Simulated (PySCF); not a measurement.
C₅H₁₄As₂.
Numbering: `[CH3:1][CH2:2][CH2:3][AsH:4][CH2:5][CH2:6][AsH2:7]` (hydrogens: H8, H9, H10 on C1; H11, H12 on C2; H13, H14 on C3; H15 on As4; H16, H17 on C5; H18, H19 on C6; H20, H21 on As7)

A linear-response calculation (PySCF, def2-SVPD basis, gas phase, vertical, core orbitals frozen in the response) gave these numbers; the functional is withheld.

Orbital energies (eV): HOMO-3 -10.32, HOMO-2 -9.66, HOMO-1 -8.50, HOMO -7.88, LUMO 0.95, LUMO+1 1.14, LUMO+2 1.62.

| state | E (eV) | f | main configurations (H = HOMO, L = LUMO) |
| --- | --- | --- | --- |
| S1 | 6.04 | 0.034 | H→L (52%), H→L+1 (31%), H→L+6 (11%) |
| S2 | 6.07 | 0.150 | H→L+1 (52%), H→L (28%) |
| S3 | 6.35 | 0.025 | H-1→L (67%) |
| S4 | 6.60 | 0.067 | H→L+2 (62%), H→L+3 (11%), H-1→L (8%) |
| S5 | 6.88 | 0.128 | H-1→L+4 (32%), H-1→L+2 (32%), H-1→L+1 (12%) |
| S6 | 6.94 | 0.103 | H-1→L+3 (24%), H-1→L+4 (21%), H-1→L+2 (17%) |

Triplets (Tamm–Dancoff): T1 5.16 eV, H→L+1 (51%), H→L+6 (22%), H→L (10%); T2 5.26 eV, H→L (41%), H→L+1 (16%); T3 5.43 eV, H-1→L (55%), H-1→L+4 (9%); T4 5.70 eV, H-1→L+4 (53%), H-1→L+1 (9%).

Vertical ionisation energy by ΔSCF with the same functional: 8.59 eV. Mean static polarisability: 125.7 au.

Question: Which of these was used?
A. CAM-B3LYP
B. HF
C. PBE0
D. PBE

Answer: A. CAM-B3LYP is range-separated, 19% exact exchange at short range and 65% at long range (ω = 0.33 bohr⁻¹). In this run −ε(HOMO) = 7.88 eV differs from the ΔSCF value by -0.71 eV, and S1 differs from the orbital gap of 8.83 eV by -2.80 eV. The ratio −ε(HOMO)/IP is 0.92. Small neutral molecules mostly give 0.85 to 0.93 with CAM-B3LYP, 0.5 to 0.7 with PBE, 0.7 to 0.83 with PBE0; Hartree–Fock can't fall below 1, since the ion's relaxation only lowers the ΔSCF value. The other options: PBE, a GGA without exact exchange; HF, time-dependent Hartree–Fock, 100% exact exchange; PBE0, a global hybrid with 25% exact exchange.

Computed with TDDFT CAM-B3LYP/def2-SVPD, vertical, gas phase, core orbitals frozen in the response (PySCF). Geometry: PBE0-D3(BJ)/def2-SVP, one conformer, isolated molecule. Relativistic effects, spin–orbit coupling among them, are left out although an element past zinc is present.
